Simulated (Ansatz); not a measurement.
A nudged elastic band was laid between two geometries of a periodic cell of 17 atoms, MgRh₁₆ (surface Rh(110), adsorbate Mg).

All numbers below come from DFT PBE-D3(BJ), scalar-relativistic, plane waves, PAW in Ansatz 0.2.0. Settings: cutoff 420 eV, k mesh 2x3x1, fermi-dirac smearing 0.05 eV, no spin polarisation.

```yaml
movable_images: 5
climbing_image: yes
spring: 5.0 eV/Å²
optimiser: quadratic models (default)
start_path: straight line
force_threshold: 0.03 eV/Å
iteration_limit: 32
end_points: relaxed
atoms_held: 1 to 4
```

Initial state:

```xyz
17
Lattice="7.6000 0.0000 0.0000 0.0000 5.3740 0.0000 0.0000 0.0000 17.0305" Properties=species:S:1:pos:R:3
Rh 1.900 1.344 1.000
Rh 5.700 1.344 1.000
Rh 1.900 4.031 1.000
Rh 5.700 4.031 1.000
Rh 0.002 0.007 2.190
Rh 3.798 0.007 2.191
Rh 0.001 2.681 2.191
Rh 3.798 2.681 2.188
Rh 1.899 1.342 3.590
Rh 5.699 1.343 3.684
Rh 1.899 4.031 3.680
Rh 5.699 4.031 3.567
Rh 0.019 0.015 4.859
Rh 3.778 0.015 4.859
Rh 0.022 2.671 4.859
Rh 3.776 2.671 4.857
Mg 5.698 4.019 6.230
```

Final state:

Only the atoms that move by more than 0.05 Å are listed.
```
Rh9 1.899 1.344 3.680
Rh10 5.699 1.344 3.567
Rh11 1.899 4.029 3.590
Rh12 5.699 4.030 3.684
Mg17 5.698 6.706 6.230
```

(1) Which bonds break or form, and what moves?

(2) Give the energies along the band, and the barrier.

(3) What is the geometry of the highest image?

Results:

(1) The atom that moves furthest is Mg17, by 2.69 Å; four of its nearest neighbours are Rh12 2.66, Rh16 2.72, Rh15 2.72, Rh14 2.73 Å at the first end and Rh10 2.66, Rh14 2.72, Rh13 2.72, Rh16 2.73 Å at the last.

(2) The run converged. The highest image is number 3 of 0 to 6, 0.256 eV above the ends, which have the same energy within 2 meV. By the program's own check the climbing image is a first-order saddle point (lowest curvatures found: -0.64 and 0.92 eV/Å²). Limits of this set-up: coarse k mesh, thin slab, slab without dipole correction, a typed lattice constant that wasn't relaxed here.

| image | path coordinate (Å) | energy (eV) | Rh12–Mg17 (Å) | Rh10–Mg17 (Å) |
| --- | --- | --- | --- | --- |
| 0 | 0.00 | 0.000 | 2.66 | 3.69 |
| 1 | 0.47 | 0.061 | 2.68 | 3.39 |
| 2 | 0.94 | 0.192 | 2.76 | 3.11 |
| 3 | 1.41 | 0.256 | 2.90 | 2.90 |
| 4 | 1.87 | 0.193 | 3.11 | 2.76 |
| 5 | 2.33 | 0.065 | 3.38 | 2.68 |
| 6 | 2.79 | 0.000 | 3.69 | 2.66 |

(3) 
```xyz
17
Lattice="7.6000 0.0000 0.0000 0.0000 5.3740 0.0000 0.0000 0.0000 17.0305" Properties=species:S:1:pos:R:3
Rh 1.900 1.344 1.000
Rh 5.700 1.344 1.000
Rh 1.900 4.031 1.000
Rh 5.700 4.031 1.000
Rh -0.025 0.000 2.172
Rh 3.825 0.000 2.172
Rh -0.032 2.687 2.208
Rh 3.832 2.687 2.208
Rh 1.900 1.386 3.582
Rh 5.700 1.346 3.694
Rh 1.900 3.988 3.581
Rh 5.700 4.029 3.694
Rh 0.146 0.000 4.818
Rh 3.654 0.000 4.818
Rh 0.038 2.687 4.880
Rh 3.762 2.687 4.880
Mg 5.700 5.376 6.267
```

Run time: 9.9 min on 4 threads of AMD EPYC 7B13 (Zen 3) (shared host), peak memory 4.6 GiB.
